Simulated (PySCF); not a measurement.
Compound: C5H6Ge.
InChI=1S/C5H6Ge/c1-3-5-6-4-2/h2H,6H2,1H3

Computed with PBE0-D3(BJ)/def2-SVP geometry optimisation, gas phase in PySCF 2.14.0.

Take the most abundant isotopes and a rigid rotor. 

Task: Give the principal moments of inertia and the rotational constants in cm⁻¹.

Result: Ia = 109.76, Ib = 454.87, Ic = 555.04 u·Å²; 505379 MHz·u·Å²/I gives 4604, 1111 and 910.5 MHz, that is A = 0.15358, B = 0.03706, C = 0.03037 cm⁻¹.

Task: What kind of rotor is it?

Result: An asymmetric top: κ = (2 × 1111 − 4604 − 910.5)/(4604 − 910.5) = -0.89.

Task: Is it planar, by Δ = Ic − Ia − Ib?

Result: Not planar: Δ = Ic − Ia − Ib = -9.60 u·Å². For a rigid frame Δ = −2 Σ m c², so Σ m c² = 4.80 u·Å² lies off the ab plane, practically all of it from hydrogen. The atom farthest from that plane is 1.26 Å away.

Task: Give the other two planar moments, Paa and Pbb, and the rms extents of the mass along the axes.

Result: Paa = Σ m a² = (Ib + Ic − Ia)/2 = 450.07 and Pbb = Σ m b² = (Ia + Ic − Ib)/2 = 104.96 u·Å². With the mass M = 139.97 u, the rms extents √(P/M) along a, b and c are 1.79, 0.87, 0.19 Å.

Task: Give the coordinates in the principal-axis frame, origin at the centre of mass.

Result: The sense of each axis is arbitrary; atoms in the order of the calculation.
| atom | mass (u) | a (Å) | b (Å) | c (Å) |
| --- | --- | --- | --- | --- |
| C1 | 12.000 | -2.458 | -1.869 | 0.000 |
| C2 | 12.000 | -1.735 | -0.892 | -0.001 |
| Ge3 | 73.921 | -0.605 | 0.638 | 0.000 |
| C4 | 12.000 | 1.199 | 0.074 | 0.002 |
| C5 | 12.000 | 2.358 | -0.298 | 0.001 |
| C6 | 12.000 | 3.739 | -0.744 | -0.001 |
| H7 | 1.008 | -3.097 | -2.735 | 0.001 |
| H8 | 1.008 | -0.895 | 1.465 | 1.260 |
| H9 | 1.008 | -0.893 | 1.464 | -1.261 |
| H10 | 1.008 | 4.371 | -0.077 | 0.605 |
| H11 | 1.008 | 3.823 | -1.760 | 0.415 |
| H12 | 1.008 | 4.147 | -0.762 | -1.024 |

Task: Which types of transition are allowed, and where do some lines up to J = 2 fall?

Result: The dipole components are |μa| = 1.24 D, |μb| = 0.49 D, |μc| = 0.00 D. Intensities carry the squares of the components, which stand as 1.00 : 0.16 : 0.00 (a : b : c). Some lines, for components of 0.1 D or more:

| type | branch | J(Ka,Kc) | MHz | lower level (cm⁻¹) |
| --- | --- | --- | --- | --- |
| b | R | 2(0,2) ← 1(1,1) | 542 | 0.184 |
| a | Q | 2(1,1) ← 2(1,2) | 601 | 0.312 |
| a | R | 1(0,1) ← 0(0,0) | 2022 | 0.000 |
| b | Q | 1(1,0) ← 1(0,1) | 3694 | 0.067 |
| a | R | 2(1,2) ← 1(1,1) | 3843 | 0.184 |
| b | Q | 2(1,1) ← 2(0,2) | 3903 | 0.202 |
| a | R | 2(0,2) ← 1(0,1) | 4035 | 0.067 |
| a | R | 2(1,1) ← 1(1,0) | 4244 | 0.191 |
| b | R | 1(1,1) ← 0(0,0) | 5515 | 0.000 |
| b | R | 2(1,2) ← 1(0,1) | 7336 | 0.067 |
| b | Q | 2(2,0) ← 2(1,1) | 10488 | 0.332 |
| b | Q | 2(2,1) ← 2(1,2) | 11081 | 0.312 |
| b | R | 2(2,1) ← 1(1,0) | 14723 | 0.191 |
| b | R | 2(2,0) ← 1(1,1) | 14932 | 0.184 |

Not checked by PBE0-D3(BJ)/def2-SVP frequencies. Zero-point vibration and centrifugal distortion are left out. A rigid rotor knows nothing of internal rotation, which can split or shift real lines.
